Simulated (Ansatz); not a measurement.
Computed with Ansatz on PBE0-D4/def2-TZVP structures; ΔE is electronic, products minus reactants. CCSD(T)/CBS adds triple-zeta CCSD(T) − MP2 to the extrapolated MP2 energy (def2 sets, frozen cores). This one scheme is used for every species. DFT in def2-TZVPP. B3LYP here is the variant with VWN-RPA as its local correlation; programs differ in this. For Ge outer-core shells are correlated without core-valence functions, which leaves a few kJ/mol of doubt a bond. Scalar relativity is left out up to krypton. One conformer a species, not always the lowest.

`O[SiH]([SiH3])[GeH3]` + `N=CF` → `N=[C](F)[GeH3]` + `O[SiH2][SiH3]`  (formal exchange of groups at a Ge–Si bond)

Problem. Is it downhill or uphill in electronic energy at CCSD(T)/CBS, and by how much? (Best estimate.)

Solution. Ansatz gave: Uphill: ΔE = +36.4 kJ/mol.

Problem. What do these levels give: PBE-D4, B3LYP-D4, B2PLYP, CCSD/def2-TZVPP, HF/def2-QZVPP, SCS-MP2/def2-QZVPP? (Best estimate.)

Solution. Ansatz gave: PBE-D4 42.5, B3LYP-D4 37.7, B2PLYP 32.8, CCSD/def2-TZVPP 34.6, HF/def2-QZVPP 29.6, SCS-MP2/def2-QZVPP 30.5 kJ/mol.

Largest T1 diagnostic among the species: 0.013.

The D4 term adds +4.1 kJ/mol with B3LYP and +2.5 kJ/mol with PBE0; it sums over pairs of atoms, weighted by their polarisabilities, and B3LYP, whose exchange is more repulsive, gets the larger term.
